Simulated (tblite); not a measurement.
Compound: C₄H₁₀F₂Si₂ (charge +1 and doublet state).
Numbering: `[CH3:1][SiH2:2][C+:3]([CH:4][SiH3:5])[CH:6]([F:7])[F:8]` (hydrogens: H9, H10, H11 on C1; H12, H13 on Si2; H14 on C4; H15, H16, H17 on Si5; H18 on C6)

The geometry is computed with GFN2-xTB (gas phase). This method treats the open shell by occupation alone, without spin polarisation.

(1) Give the optimised bond lengths and angles.

Results:

(1) 
| bond | length (Å) |
| --- | --- |
| C1–Si2 | 1.892 |
| Si2–C3 | 2.024 |
| C3–C4 | 1.288 |
| C4–Si5 | 2.005 |
| C3–C6 | 1.495 |
| C6–F7, C6–F8 | 1.349 |
| C1–H9, C1–H10, C1–H11 | 1.089 |
| Si2–H12, Si2–H13 | 1.460 |
| C4–H14 | 1.074 |
| Si5–H15, Si5–H16, Si5–H17 | 1.460 |
| C6–H18 | 1.104 |

Bonds in one row agree within 0.01 Å and their mean is given. A selection of angles:
| angle | degrees |
| --- | --- |
| Si2–C1–H9 | 112.1 |
| Si2–C1–H10 | 109.0 |
| Si2–C1–H11 | 112.6 |
| H9–C1–H10 | 107.3 |
| C1–Si2–C3 | 100.9 |
| C1–Si2–H12 | 119.1 |
| C1–Si2–H13 | 114.9 |
| C3–Si2–H12 | 101.6 |
| H12–Si2–H13 | 114.3 |
| Si2–C3–C4 | 120.7 |
| Si2–C3–C6 | 111.3 |
| C4–C3–C6 | 127.9 |
| C3–C4–Si5 | 123.7 |
| C3–C4–H14 | 125.4 |
| Si5–C4–H14 | 110.9 |
| C4–Si5–H15 | 104.1 |
| C4–Si5–H16 | 99.9 |
| C4–Si5–H17 | 101.5 |
| H15–Si5–H16 | 113.8 |
| H15–Si5–H17 | 117.4 |
| C3–C6–F7 | 111.2 |
| C3–C6–F8 | 110.1 |
| C3–C6–H18 | 112.3 |
| F7–C6–F8 | 107.0 |
| F7–C6–H18 | 108.0 |

Dihedral angles: C1–Si2–C3–C4 124° (anticlinal); Si2–C3–C4–Si5 175° (antiperiplanar); Si2–C3–C6–F7 -24° (synperiplanar). The mirror-image conformer, all signs reversed, is as good.

C4 (carbon bonded to C, Si and H) is planar (angles 125.4°, 123.7° and 110.9°, sum 360.0°, 0.01 Å off the plane of its three neighbours). C3 (carbon bonded to 2 C and Si) is planar (angles 127.9°, 120.7° and 111.3°, sum 359.9°, 0.03 Å off the plane of its three neighbours). The C–C distances run from 1.288 Å (C3–C4, drawn single in a drawing that doesn't fit all lengths) to 1.495 Å (C3–C6, drawn single in a drawing that doesn't fit all lengths), a spread of 0.207 Å. Si5 (silicon bonded to C and 3 H) is distorted tetrahedral (angles from 99.9° to 117.4°). Si2 (silicon bonded to 2 C and 2 H) is distorted tetrahedral (angles from 100.9° to 119.1°). The 3 C–Si bonds span 1.892 Å (C1–Si2, drawn single in a drawing that doesn't fit all lengths) to 2.024 Å (Si2–C3, drawn single in a drawing that doesn't fit all lengths), a spread of 0.132 Å. Of the pairs four or more bonds apart, Si5···F8 is among the closest relative to their van der Waals radii: 2.90 Å, 81 % of the sum of Bondi's values.

Point group: C1 (no symmetry element, even within 0.4 Å). Its GFN2-xTB frequencies are all real (lowest 32 cm⁻¹).

On one thread, Arm Neoverse V1 (aarch64), no GPU, on a shared host, this took 1.0 s wall. That covers the optimisation of the geometry.
